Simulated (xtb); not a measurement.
GeS, SMILES [S]=[Ge] (connectivity only; charge and spin as stated), neutral, multiplicity 1. All values are semi-empirical tight-binding results from xtb (GFN2-xTB unless named), good for trends rather than for accurate numbers. The structure is a stationary point at GFN2-xTB.

For metal compounds this method's bond lengths and energies can be far off.

Task: Estimate the properties. (Estimate from the structure and the level; the computed values follow.)

Result: 
* **point group as xtb finds it**: C∞v
* **orbital gap**: 3.09 eV
